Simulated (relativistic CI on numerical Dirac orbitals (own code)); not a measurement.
Co5+ in a cubic cluster: 1s photoemission with charge transfer

Computed with a charge-transfer multiplet model of a cubic metal-ligand cluster with up to 2 ligand holes, Slater and spin-orbit integrals from Dirac-Coulomb-Breit ions, Slater integrals scaled by 0.9. The parameters are those of a tetrahedral site (10Dq negative, t2 hopping the larger). The ground state mixes d4 with configurations of k ligand holes L, whose averages lie at kΔ + k(k − 1)U_dd/2; a core hole lowers each added d electron by U_cd. 300 K, Lorentzian 1.1 eV and Gaussian 0.6 eV FWHM.

Atomic integrals in eV (Slater integrals scaled, ζ unscaled), ground: F2dd 13.044, F4dd 8.228, zeta_d 0.089; with the core hole: F2dd 14.425, F4dd 9.126, zeta_d 0.121, G2cd 0.090.

Cluster parameters (eV): Δ = -1.2, U_cd = 7.9, 10Dq = -0.35, 10Dq(ligand) = 0, V(eg) = 1.52, V(t2g) = -2.59, final-state hopping factor = 0.9.

```tsv
Case	n_d	d4	d5L	d6L2	S
U_dd = 5.9 eV	4.97	0.19	0.65	0.16	2.00
U_dd = 6.6 eV	4.95	0.20	0.66	0.14	2.00
U_dd = 8 eV	4.92	0.21	0.67	0.12	2.00
```

Weights, n_d and S are thermal averages at 300 K. Binding energies count from the first peak over 30 % of the highest in each spectrum, which can be another peak from case to case. The parameters are a model scan and need not match a compound or its usual spin state. Peaks in eV (height, largest 100):
- U_dd = 5.9 eV: 0.0 (100), 9.6 (10)
- U_dd = 6.6 eV: 0.0 (100), 9.7 (10)
- U_dd = 8 eV: 0.0 (100), 10.1 (8)

For the case U_dd = 6.6 eV, Δ = -1.2 eV is smaller than U_dd = 6.6 eV, the charge-transfer side of the Zaanen-Sawatzky-Allen scheme (negative Δ: between configuration averages a ligand hole costs less than the nominal valence; multiplet and field energies can change this for the lowest states). With the core hole the average of the configuration with one ligand hole lies at Δ − U_cd = -9.1 eV before mixing: it lies below the unscreened one, so the lowest final states are mostly screened and the unscreened weight appears at higher binding energy as a satellite.

With at most 2 ligand holes the space is cut while the next configuration still counts, so covalency is underestimated, and a final configuration with one more ligand hole, which can lie low, is missing from the spectra.
